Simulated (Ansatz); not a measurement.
Wavefunction ladder for `[SH][GaH][Cl]`

```xyz
5

S    -1.0124   -1.3057    0.1141
Ga    0.4528    0.3099   -0.0254
Cl    2.4834   -0.3570    0.0529
H    -2.0607   -0.4686    0.0276
H     0.1369    1.8214   -0.1692
```

Charge 0, multiplicity 1. Correlated methods include outer-core shells of Ga, which these sets cover unevenly. Scalar relativity is left out up to krypton. The geometry is a stationary point of PBE0-D4/def2-TZVP. It is one conformer, not always the lowest. Frozen core, restricted reference, the Gaussian-basis code of Ansatz.

```
     basis      HF (Eh)  MP2 corr.  CCSD corr.       (T)  CCSD(T) total
  def2-SVP  -2781.02278   -0.47309    -0.49646  -0.01436    -2781.53360
def2-TZVPP  -2781.56854   -0.58834    -0.62089  -0.02723    -2782.21666
def2-QZVPP  -2781.63263   -0.87158    -0.88100  -0.03483    -2782.54846
```
